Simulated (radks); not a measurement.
Species: Re4+. Configuration: [Xe] 4f14 5d3 (the NIST ground configuration).

Method: Dirac Kohn-Sham, LDA (Slater exchange, Perdew-Wang correlation), spin-unpolarised, spherical densities, point nucleus; open shells are shared between the two j in proportion to 2j + 1; computed with a radial shooting solver on a logarithmic mesh with Libxc functionals.

Energy parts (hartree):
| part | energy |
|---|---|
| total | -16704.6863 |
| kinetic | 18891.0430 |
| electron-nucleus | -41687.6331 |
| Hartree | 6413.6852 |
| exchange-correlation | -321.7814 |

Orbitals (lengths in bohr, moments of r in powers of bohr; <r^-3> diverges for s and p1/2; r(90%) holds 90 % of the orbital's charge):
orbital  occ.  eigenvalue (hartree)       <r^4>      <r^2>  <r^-3>  r(90%)
1s1/2       2             -2629.371   5.467e-07  0.0004483       -  0.0329
2s1/2       2             -456.9807  0.00008136   0.006824       -   0.118
2p1/2       2             -437.4375  0.00004886   0.004862       -   0.104
2p3/2       4             -384.5813  0.00007201   0.006060   17090   0.115
3s1/2       2             -107.0432    0.003000    0.04454       -   0.290
3p1/2       2             -98.30909    0.002640    0.04080       -   0.282
3p3/2       4             -86.83304    0.003517    0.04736    3886   0.302
3d3/2       4             -72.12827    0.002375    0.03661   673.9   0.275
3d5/2       6             -69.63526    0.002591    0.03841   570.4   0.281
4s1/2       2             -23.61894     0.07000     0.2195       -   0.633
4p1/2       2             -19.97727     0.07608     0.2258       -   0.648
4p3/2       4             -17.29105      0.1015     0.2609   909.7   0.696
4d3/2       4             -11.30443      0.1285     0.2825   138.9   0.740
4d5/2       6             -10.80808      0.1406     0.2955   115.0   0.757
5s1/2       2              -4.76355       2.049      1.187       -    1.47
5p1/2       2              -3.64555       2.998      1.415       -    1.62
4f5/2       6              -3.26076      0.3717     0.4083   21.66   0.943
5p3/2       4              -3.22300       4.117      1.659   141.5    1.76
4f7/2       8              -3.16802      0.3965     0.4209   20.63   0.958
5d3/2     1.2              -1.72306       12.99      2.845   13.11    2.36
5d5/2     1.8              -1.67716       14.23      2.981   10.74    2.41

The highest occupied level is 5d5/2 at -45.638 eV. For comparison, the ionisation energy in NIST's Atomic Spectra Database is 52 eV (theoretical). In exact Kohn-Sham theory the highest level is minus the ionisation energy, but local and semilocal functionals leave it too shallow, through self-interaction and a potential that decays too fast; potentials with the right tail come closer. The density falls to 0.001 e/bohr^3 at r = 3.18 bohr. Summed over all electrons, <r^2> = 32.06 bohr^2, which gives a Langevin (diamagnetic) susceptibility term of -25.4 x 10^-6 cm^3/mol.

Beside tabulated values, note that spin-unpolarised runs miss the spin-polarisation part of the exchange energy of open shells.
